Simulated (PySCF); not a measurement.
1-(hydroxymethyl)cyclopropan-1-ol (C4H8O2), SMILES C1C(CO)(O)C1.

The structure is a stationary point at B3LYP-D3(BJ)/def2-SVP. The values are those of a single conformer.

Two levels are set side by side: PBE/def2-TZVP (PySCF) and HF/def2-TZVP (PySCF). Same geometry, gas phase. Differences are taken from unrounded values.

```
quantity                       PBE
---------------------------  -----
orbital gap (eV)              5.96
highest occupied level (eV)  -6.08
lowest empty level (eV)      -0.12
dipole moment (D)             0.49
mean polarisability (bohr³)   57.1
```

These are the PBE values. What does HF give? (The exact figures need the calculation; the answer reports its results.)


| quantity | HF | PBE minus HF |
|---|---|---|
| orbital gap (eV) | 14.60 | -8.64 |
| highest occupied level (eV) | -11.00 | 4.92 |
| lowest empty level (eV) | 3.60 | -3.72 |
| dipole moment (D) | 0.55 | -0.06 |
| mean polarisability (bohr³) | 51.4 | 5.7 |

PBE's occupied levels lie high since its potential decays too fast outside the molecule; exact exchange lowers them and widens the gap. Loosely held outer electrons make PBE densities more polarisable. Differences between two approximate levels are no errors against the true value.

Rough cost on one machine, each run with all the roots and properties that it gave: HF against PBE about 1/3.
